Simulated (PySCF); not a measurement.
Ligand exchange on a metal centre used in film growth or etching (Cd Cl-Br). All species are isolated molecules in the gas phase.

Method: PySCF 2.14.0 with TPSSh-D3(BJ)/def2-TZVP // PBE-D3(BJ)/def2-SVP. All candidates: neutral, multiplicity 1. 

```
Item             Result
-------------  --------
dipole moment    0.00 D
HOMO           -8.15 eV
LUMO           -2.71 eV
```

**Question.** Which member has these values?
(A) [Cd(Br)2]
(B) [Cd(Cl)2]
(C) [Cd(Cl)(Br)]

**Answer.** B, [Cd(Cl)2]. The others give [Cd(Cl)(Br)]: 0.37 D, -7.86 eV, -2.74 eV; [Cd(Br)2]: 0.00 D, -7.72 eV, -2.77 eV
